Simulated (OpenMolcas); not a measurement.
**Ag4+: moving or changing the point charges**

Ag4+ among 6 point charges of -1.5 e arranged as an octahedron (Oh), 1.94 Å from the ion.
```
   1.9400    0.0000    0.0000  -1.50
   0.0000    1.9400    0.0000  -1.50
  -1.9400    0.0000    0.0000  -1.50
   0.0000   -1.9400    0.0000  -1.50
   0.0000    0.0000    1.9400  -1.50
   0.0000    0.0000   -1.9400  -1.50
```

| Item | Value |
| --- | --- |
| Program | OpenMolcas 26.06 |
| Method | CASSCF |
| Basis | ANO-RCC-VDZP [6s5p3d1f] |
| Scalar Hamiltonian | DKH2, point nucleus |
| Active space | 7 electrons in 5 orbitals (4d) |
| State averaging | 2S+1 = 4 even, 10 roots; 2S+1 = 2 even, 40 roots |
| Spin-orbit coupling | RASSI with atomic mean-field integrals over the reference wave functions |

Runs around this geometry, states (labels of O, the rotations of Oh). Energies in cm-1 above the lowest state or level, χT in cm3 K/mol; under a threefold ground state the first gap can be a small split of the lowest multiplet, not the spin-orbit step; 10Dq and B are least-squares fits to the states below 45000 cm-1, weighted by degeneracy, with a free offset, and given where the rms deviation is under 5 % of |10Dq| (or 100 cm-1) and under 700 cm-1.

```csv
R (Å),q (e),Ground state,First state of that spin,10Dq,B (rms of fit),First gap with spin-orbit (degeneracies),χT at 300 K,First state of another spin
1.94,-0.75,4T1,4T2 2093,2447,1069 (42),"547.0 (2, 4)",4.282,2E 17235
1.77,-1.5,4T1,4T2 6605,7407,1067 (129),"1034 (2, 4)",3.296,2E 13387
1.94,-1.5,4T1,4T2 4275,4873,1069 (80),"871.6 (2, 4)",3.620,2E 15558
2.11,-1.5,4T1,4T2 2859,3302,1070 (60),"686.3 (2, 4)",3.983,2E 16740
```

Taking |10Dq| as R^-n, n = -ln(3302 / 7407) / ln(2.11 / 1.77) = 4.6 between the shortest and longest distance. The point-charge formula for a cubic d site gives n = 5.

Scaling the charges by -0.75 / -1.5 = 0.50 scales |10Dq| by 2447 / 4873 = 0.50; with fixed orbitals a first-order splitting would follow the charge.

An orbital triplet at a regular site is open to Jahn-Teller coupling, which can distort the site and quench the lowest spin-orbit gaps and is left out. Without dynamic correlation the repulsion within the d shell is too large (B by tens of per cent), so at a given field states of lower spin stand too high. Point charges give a weaker field than real ligands, and real ions of this kind are as a rule low spin; the high spin found here belongs to the model. This field is weak: 10Dq is about 2447 cm-1, while octahedral complexes of 4d ions of charge 3 and more, computed by the same method with explicit ligands, had a median near 25000 cm-1. Ground spin and moment need not be those of a real site (figures for R = 1.94, q = -0.75; the like holds for R = 1.77, q = -1.5, R = 1.94, q = -1.5, R = 2.11, q = -1.5). The ground term spreads over less than 5000 cm-1, several times less than with real ligands, so orbital moments are less quenched and χT lies further from the spin-only value than at real sites (holds for R = 1.94, q = -0.75). This shell can be high or low spin here, a state of another spin lies low, and with metal d orbitals alone active their balance is uncertain, so the ground spin may be wrong (holds for R = 1.77, q = -1.5). This is an electrostatic model: the charges have no orbitals. No measured value stands beside these numbers.
